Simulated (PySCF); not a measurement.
H₄B (SMILES [BH4-]), charge -1, singlet, at a GFN2-xTB geometry; DF-HF/def2-QZVP run with PySCF.

Here is a job for PySCF.
```python
from pyscf import gto, scf

mol = gto.Mole()
mol.atom = '''
    B     0.00000000    0.00000000    0.00000000
    H    -0.78935573   -0.82329958   -0.45703408
    H     0.16226976   -0.21027872    1.19968171
    H    -0.45033333    1.13195784   -0.16017538
    H     1.07741931   -0.09837954   -0.58247225
'''
mol.basis = 'def2-qzvp'
mol.charge = -1
mol.verbose = 4
mol.build()

mf = scf.RHF(mol)
mf = mf.density_fit(auxbasis='def2-universal-jkfit')
mf.kernel()
```

The log (banner, timings and long lists left out):

```
PySCF version 2.14.0

[INPUT] verbose = 4
[INPUT] num. atoms = 5
[INPUT] num. electrons = 10
[INPUT] charge = -1
[INPUT] spin (= nelec alpha-beta = 2S) = 0
[INPUT] symmetry False subgroup None
[INPUT] Mole.unit = angstrom
[INPUT] Symbol           X                Y                Z      unit          X                Y                Z       unit  Magmom
[INPUT]  1 B      0.000000000000   0.000000000000   0.000000000000 AA    0.000000000000   0.000000000000   0.000000000000 Bohr   0.0
[INPUT]  2 H     -0.789355730000  -0.823299580000  -0.457034080000 AA   -1.491666144556  -1.555810724669  -0.863669240793 Bohr   0.0
[INPUT]  3 H      0.162269760000  -0.210278720000   1.199681710000 AA    0.306645404699  -0.397369190624   2.267069868550 Bohr   0.0
[INPUT]  4 H     -0.450333330000   1.131957840000  -0.160175380000 AA   -0.851006658463   2.139090302154  -0.302687600098 Bohr   0.0
[INPUT]  5 H      1.077419310000  -0.098379540000  -0.582472250000 AA    2.036027417218  -0.185910386861  -1.100713027659 Bohr   0.0

nuclear repulsion = 10.1957588059348
number of shells = 57
number of NR pGTOs = 209
number of NR cGTOs = 177
basis = def2-qzvp
ecp = {}

******** <class 'pyscf.df.df_jk.DFRHF'> ********
method = DFRHF
initial guess = minao
damping factor = 0
level_shift factor = 0
DIIS = <class 'pyscf.scf.diis.CDIIS'>
diis_start_cycle = 1
diis_space = 8
diis_damp = 0
SCF conv_tol = 1e-09
SCF conv_tol_grad = None
SCF max_cycles = 50
direct_scf = False
Set gradient conv threshold to 3.16228e-05
Initial guess from minao.
******** <class 'pyscf.df.df.DF'> ********
auxbasis = def2-universal-jkfit
init E= -26.6658862571293
  HOMO = -0.359031916914736  LUMO = 0.10416769822014  gap/eV = 12.60430
cycle= 1 E= -26.9628640987501  delta_E= -0.297  |g|= 0.243  |ddm|= 0.979
  HOMO = -0.143977001981351  LUMO = 0.292717456706072  gap/eV = 11.88306
cycle= 2 E= -26.9872682139008  delta_E= -0.0244  |g|= 0.0771  |ddm|= 0.354
  HOMO = -0.190547843343187  LUMO = 0.288684011899231  gap/eV = 13.04056
cycle= 3 E= -26.9891545719306  delta_E= -0.00189  |g|= 0.0155  |ddm|= 0.0629
  HOMO = -0.19072324147771  LUMO = 0.288525970526736  gap/eV = 13.04104
cycle= 4 E= -26.9892787415239  delta_E= -0.000124  |g|= 0.0013  |ddm|= 0.0415
  HOMO = -0.190522492275003  LUMO = 0.288508983322328  gap/eV = 13.03511
cycle= 5 E= -26.9892799516118  delta_E= -1.21e-06  |g|= 0.00017  |ddm|= 0.00665
  HOMO = -0.190497924550995  LUMO = 0.288515866589672  gap/eV = 13.03463
cycle= 6 E= -26.9892799782919  delta_E= -2.67e-08  |g|= 3.07e-05  |ddm|= 0.000868
  HOMO = -0.190494464655187  LUMO = 0.288516380639213  gap/eV = 13.03455
cycle= 7 E= -26.989279979314  delta_E= -1.02e-09  |g|= 4.59e-06  |ddm|= 0.000141
  HOMO = -0.190494029920642  LUMO = 0.288516528443284  gap/eV = 13.03454
cycle= 8 E= -26.9892799793356  delta_E= -2.15e-11  |g|= 6.42e-07  |ddm|= 2.75e-05
  HOMO = -0.190494225220642  LUMO = 0.288516482803047  gap/eV = 13.03455
Extra cycle  E= -26.9892799793357  delta_E= -1.28e-13  |g|= 1.91e-07  |ddm|= 3.54e-06
converged SCF energy = -26.9892799793357
```
